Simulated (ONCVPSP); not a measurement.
# What one change does to a pseudopotential (Ga, ONCV)

```
Element                 : Ga (Z = 31)
Generator               : ONCVPSP 4.0.1
Type                    : optimised norm-conserving Vanderbilt (ONCV)
Functional              : PBEsol
Relativity              : scalar-relativistic
Frozen core             : [Ar]
Valence charge          : 13
Reference configuration : 3d10 4s1 4p2
Partial waves           : 4s: rc 1.75 bohr, ncon 4, nbas 7, qcut 4.1 1/bohr, 2 projectors, debl 1.4 Ha; 4p: rc 2.05 bohr, ncon 4, nbas 7, qcut 3.8 1/bohr, 2 projectors, debl 1 Ha; 3d: rc 0.85 bohr, ncon 5, nbas 9, qcut 22.2 1/bohr, local
Local potential         : the d channel
Core correction         : Teter function, fcfact 3.5, rcfact 1.7
```

All-electron outer shells of the reference configuration (PBEsol, scalar-relativistic, ld1.x):

```json
{"shell": "3s", "level (eV)": "-149.72", "outermost node (bohr)": "0.27", "outermost maximum (bohr)": "0.56"}
{"shell": "3p", "level (eV)": "-100.62", "outermost node (bohr)": "0.24", "outermost maximum (bohr)": "0.56"}
{"shell": "3d", "level (eV)": "-21.05", "outermost node (bohr)": "–", "outermost maximum (bohr)": "0.53"}
{"shell": "4s", "level (eV)": "-10.06", "outermost node (bohr)": "0.81", "outermost maximum (bohr)": "1.87"}
{"shell": "4p", "level (eV)": "-3.35", "outermost node (bohr)": "0.87", "outermost maximum (bohr)": "2.47"}
```

Change: fully relativistic.

Cutoffs: the cutoffs (Ha) at which the residual kinetic energy of the hardest occupied pseudo-wave falls to 1 and 0.1 mHa per electron; they do not see the model core or the augmentation charge, which bear on the density cutoff. Errors are all-electron minus pseudo energies relative to the spin-unpolarised reference configuration.

Question: Predict the effect on cutoff, ghosts and configuration errors.

Answer: The potential gets neither clearly harder nor softer (168 Ha and 192 Ha → 168 Ha and 192 Ha); both files keep a bound ghost (p, s); the miss of the reference levels goes from 0.00 to 0.28 eV; of the 4 tests that both files solve, the error grows in 0 and shrinks in 1 by more than 15 % and 0.3 meV (median size 10.9 → 9.6 meV). In the changed file the local d channel has no projectors, so it cannot carry the spin–orbit splitting, and the file is wrong for that shell.

```csv
quantity,base,changed
"cutoff, loose",168 Ha,168 Ha
"cutoff, tight",192 Ha,192 Ha
loose cutoff by channel,"s 7.6 Ha, p 5.0 Ha, d 168 Ha","s 7.6 Ha, p 5.0 Ha, d 168 Ha"
bound ghosts,"s, p","s, p3/2, p1/2"
GHOST(+) flags under 300 eV,s at 94.8 eV,s at 94.7 eV
"largest miss of a reference level, eV",0.00,0.28
"error for 3d10 4s2 4p1, meV [ΔE -6.55 eV]",-3.6,-4.1
"error for 3d10 4s2 4p0, meV [ΔE -0.87 eV]",-3.8,-3.5
"error for 3d10 4s1 4p0, meV [ΔE 20.27 eV]",-18,-15
"error for 3d9 4s2 4p1, meV [ΔE 21.16 eV]",-376,-370
s: phases at 1.78 bohr within 0.05 rad from the reference energy up to (Ha; the scan ends near 5),3.1,3.1
"rms error of d²Exc/dni dnj with the model core, mHa",1.25,5.19
```

 A true bound ghost makes a file unfit for plane-wave use even where its test errors are small: the radial tests pick states by their node count and pass the ghost by.
